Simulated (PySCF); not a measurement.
GeH4S2.

```xyz
7

Ge     0.0000     0.0000    -0.6222
S     -1.8589    -0.0529     0.6333
S      1.8589     0.0529     0.6333
H     -0.0853    -1.2740    -1.4828
H      0.0853     1.2740    -1.4828
H     -1.5557     1.0817     1.3059
H      1.5557    -1.0817     1.3059
```
Charge 0, spin multiplicity 1.

The structure is a stationary point at B3LYP-D3(BJ)/def2-SVP. One conformer was computed; it need not be the lowest.

These are PBE0/pcSseg-1 (PySCF) values and carry that method's errors. Non-relativistic, no solvent.

Computed absolute GIAO shielding of each atom: isotropic value and principal components (ppm):
```json
[
 {"atom": "Ge1", "σ(iso)": "1350.4", "σ11": "1122.9", "σ22": "1435.8", "σ33": "1492.3", "span": "369.4"},
 {"atom": "S2", "σ(iso)": "667.7", "σ11": "545.2", "σ22": "677.3", "σ33": "780.5", "span": "235.3"},
 {"atom": "S3", "σ(iso)": "667.7", "σ11": "545.2", "σ22": "677.3", "σ33": "780.5", "span": "235.3"},
 {"atom": "H4", "σ(iso)": "25.7", "σ11": "18.7", "σ22": "21.3", "σ33": "37.2", "span": "18.4"},
 {"atom": "H5", "σ(iso)": "25.7", "σ11": "18.7", "σ22": "21.3", "σ33": "37.2", "span": "18.4"},
 {"atom": "H6", "σ(iso)": "30.5", "σ11": "22.7", "σ22": "27.6", "σ33": "41.0", "span": "18.3"},
 {"atom": "H7", "σ(iso)": "30.5", "σ11": "22.7", "σ22": "27.6", "σ33": "41.0", "span": "18.3"}
]
```
